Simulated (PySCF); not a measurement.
## How the functional moves excitation energies

Species: BrH4PSi.
Cartesian coordinates in Å at the PBE0-D3(BJ)/def2-SVP level; atoms count from 1:
```
atom  x, y, z in Å
P1     0.884   -0.551   -0.948
Si2   -1.161    0.057   -0.215
Br3   -2.621   -1.474   -0.918
H4     1.015   -1.580    0.033
H5     1.530    0.432   -0.134
H6    -1.524    1.367   -0.825
H7    -1.286    0.144    1.268
```

Linear-response calculations in the def2-SVPD basis (PySCF; singlets by full response, triplets Tamm–Dancoff, core orbitals frozen in the response; HF means time-dependent Hartree–Fock). 'Strongest' is the level of largest summed f among the singlets computed (10 roots, of which the last may lack a degenerate partner); it can jump between rows when another state enters that window. S1 is the lowest singlet of each run and needn't be the same state throughout; f(S1) is that of one state. Isolated species at its PBE0-D3(BJ)/def2-SVP geometry (one conformer only). The LDA/def2-SVPD calculation is non-relativistic and has no spin–orbit coupling, an omission that weighs most on bromine.

```json
{"functional": "LDA", "kind": "LDA", "S1 (eV)": "5.30", "f(S1)": "0.001", "strongest (eV)": "6.57", "T1 (eV)": "5.09", "HOMO (eV)": "-6.82", "gap (eV)": "5.20", "ionisation energy, ΔSCF (eV)": "10.19"}
{"functional": "PBE", "kind": "GGA", "S1 (eV)": "5.41", "f(S1)": "0.002", "strongest (eV)": "6.64", "T1 (eV)": "5.14", "HOMO (eV)": "-6.74", "gap (eV)": "5.33", "ionisation energy, ΔSCF (eV)": "10.04"}
{"functional": "B3LYP", "kind": "global hybrid, 20% exact exchange", "S1 (eV)": "5.86", "f(S1)": "0.007", "strongest (eV)": "6.91", "T1 (eV)": "5.43", "HOMO (eV)": "-7.64", "gap (eV)": "6.87", "ionisation energy, ΔSCF (eV)": "9.80"}
{"functional": "PBE0", "kind": "global hybrid, 25% exact exchange", "S1 (eV)": "5.98", "f(S1)": "0.005", "strongest (eV)": "7.05", "T1 (eV)": "5.47", "HOMO (eV)": "-7.86", "gap (eV)": "7.30", "ionisation energy, ΔSCF (eV)": "9.83"}
{"functional": "BHandHLYP", "kind": "global hybrid, 50% exact exchange", "S1 (eV)": "6.41", "f(S1)": "0.011", "strongest (eV)": "7.41", "T1 (eV)": "5.65", "HOMO (eV)": "-8.85", "gap (eV)": "9.15", "ionisation energy, ΔSCF (eV)": "9.92"}
{"functional": "CAM-B3LYP", "kind": "range-separated hybrid", "S1 (eV)": "6.24", "f(S1)": "0.010", "strongest (eV)": "7.24", "T1 (eV)": "5.60", "HOMO (eV)": "-9.12", "gap (eV)": "9.53", "ionisation energy, ΔSCF (eV)": "9.99"}
{"functional": "wB97X-D", "kind": "range-separated hybrid", "S1 (eV)": "6.29", "f(S1)": "0.008", "strongest (eV)": "7.31", "T1 (eV)": "5.74", "HOMO (eV)": "-9.68", "gap (eV)": "10.81", "ionisation energy, ΔSCF (eV)": "10.00"}
{"functional": "HF", "kind": "Hartree–Fock", "S1 (eV)": "7.00", "f(S1)": "0.016", "strongest (eV)": "7.85", "T1 (eV)": "5.62", "HOMO (eV)": "-10.41", "gap (eV)": "12.58", "ionisation energy, ΔSCF (eV)": "not settled"}
```

What does LC-wPBE (range-separated hybrid) give?

S1 (eV) 6.58, f(S1) 0.008, strongest (eV) 7.67, T1 (eV) 5.69, HOMO (eV) -10.46, gap (eV) 11.97, ionisation energy, ΔSCF (eV) 10.11. S1 runs from 5.30 eV (LDA) to 7.00 eV (HF), a spread of 1.70 eV, while the orbital gap spreads over 7.4 eV. Along PBE (0%), B3LYP (20%), PBE0 (25%), BHandHLYP (50%), HF (100%) S1 rises with the share of exact exchange. −ε(HOMO) comes closest to its own ΔSCF ionisation energy with wB97X-D (-0.32 eV) and misses most with LDA (-3.37 eV). 'Not settled' means that the ion's SCF failed to converge or may have ended in another state than the lowest.

Without π bonds the low states are Rydberg-like; a valence basis with one diffuse set may place them up to an eV too high.
